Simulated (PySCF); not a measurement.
Mapped SMILES: `[CH2:1]=[C:2]([O:3][CH:4]=[O:5])[SiH2:6][CH:7]([SiH3:8])[SiH3:9]`. Each H is labelled by its parent atom. Ha(C1) is cis to O3; Hb(C1) is trans to O3.

How the numbers were obtained: GFN2-xTB geometry, GIAO PBE0/pcSseg-1 shieldings, in PySCF 2.14.0 with density-fitted response routines (no relativistic terms, one conformer, gas phase, equivalent nuclei averaged).

Scale: ¹³C and ¹H and ²⁹Si vs TMS; ¹⁷O vs H2O (reference shieldings calculated alike).

```json
{"atoms": "C4", "nucleus": "¹³C", "count": "1", "Hirshfeld charge": "0.19", "δ (ppm)": "165.9"}
{"atoms": "Ha(C1)", "nucleus": "¹H", "count": "1", "Hirshfeld charge": "0.05", "δ (ppm)": "6.07"}
{"atoms": "H(C7)", "nucleus": "¹H", "count": "1", "Hirshfeld charge": "0.04", "δ (ppm)": "?"}
{"atoms": "C7", "nucleus": "¹³C", "count": "1", "Hirshfeld charge": "-0.28", "δ (ppm)": "-17.4"}
{"atoms": "C2", "nucleus": "¹³C", "count": "1", "Hirshfeld charge": "-0.02", "δ (ppm)": "162.8"}
{"atoms": "H(Si6)", "nucleus": "¹H", "count": "2", "Hirshfeld charge": "-0.09", "δ (ppm)": "4.73"}
{"atoms": "O3", "nucleus": "¹⁷O", "count": "1", "Hirshfeld charge": "-0.07", "δ (ppm)": "?"}
{"atoms": "O5", "nucleus": "¹⁷O", "count": "1", "Hirshfeld charge": "-0.19", "δ (ppm)": "423.8"}
{"atoms": "H(Si8)/H(Si9)", "nucleus": "¹H", "count": "6", "Hirshfeld charge": "-0.08", "δ (ppm)": "3.99"}
{"atoms": "H(C4)", "nucleus": "¹H", "count": "1", "Hirshfeld charge": "0.07", "δ (ppm)": "8.06"}
{"atoms": "Si6", "nucleus": "²⁹Si", "count": "1", "Hirshfeld charge": "0.29", "δ (ppm)": "?"}
{"atoms": "Si8/Si9", "nucleus": "²⁹Si", "count": "2", "Hirshfeld charge": "0.30", "δ (ppm)": "-71.2"}
{"atoms": "C1", "nucleus": "¹³C", "count": "1", "Hirshfeld charge": "-0.10", "δ (ppm)": "123.0"}
{"atoms": "Hb(C1)", "nucleus": "¹H", "count": "1", "Hirshfeld charge": "0.06", "δ (ppm)": "?"}
```

Q: Fill in the missing shifts.

A: 
- Hb(C1): 5.66 ppm, hydrogen on a β carbon of an enol-ether or enamine type C=C; a vinylic proton, deshielded by the sp2 carbon and the C=C anisotropy
- H(C7): -0.27 ppm, hydrogen on an sp3 CH bonded to 3 Si; an electropositive neighbour shields it, as in TMS itself
- O3: 275.8 ppm, ester alkoxy oxygen
- Si6: -49.1 ppm, silicon bonded to 2 C, 2 H

Shifts are as computed. Against solution values, carbons near 30 ppm lie about +3 ppm off and those near 130 ppm about +5 ppm. Of 1309 compounds with measured shifts, 239 miss one by over three times the rms of a fit or turn the order of signals round; such compounds aren't used in these exercises. Unscaled 17O shifts of doubly bonded oxygen tend to come out too high, by tens of ppm or more. Experimental scales use liquid or dissolved standards, which lie at an offset from isolated H2O (liquid H2O: subtract about 36 ppm).
